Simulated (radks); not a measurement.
Isoelectronic series with 19 electrons, each ion in its NIST ground configuration. Method: scalar-relativistic Kohn-Sham, PBE, spin-polarised, spherical densities, finite nucleus; open shells are filled with parallel spins first (spin-orbit coupling, left out, can overturn this in heavy ions); Fermi nuclear charge, rms radius of each element as measured or else 0.836 A^(1/3) + 0.57 fm; computed with a radial shooting solver on a logarithmic mesh with Libxc functionals. Total energies (hartree) and mean radii <r> (bohr) (* marks an orbital that is empty in some or all of the ions):

ion    configuration  E (hartree)  4s up*  3p down   3p up
K           [Ar] 4s1   -602.09154   4.928    1.432   1.438
Sc2+        [Ar] 3d1   -763.34043   3.068    1.163   1.163
V4+         [Ar] 3d1   -945.45692   2.295   0.9695  0.9678
Mn6+        [Ar] 3d1  -1148.27414   1.869   0.8324  0.8306
Co8+        [Ar] 3d1  -1371.86615   1.588   0.7301  0.7284
Cu10+       [Ar] 3d1  -1616.34260   1.386   0.6506  0.6492
Ga12+       [Ar] 3d1  -1881.83533   1.231   0.5870  0.5858
As14+       [Ar] 3d1  -2168.49445   1.109   0.5348  0.5338
Br16+       [Ar] 3d1  -2476.48666   1.009   0.4912  0.4903
Rb18+       [Ar] 3d1  -2805.99451  0.9256   0.4541  0.4534
Nb22+       [Ar] 3d1  -3530.36544  0.7946   0.3945  0.3940
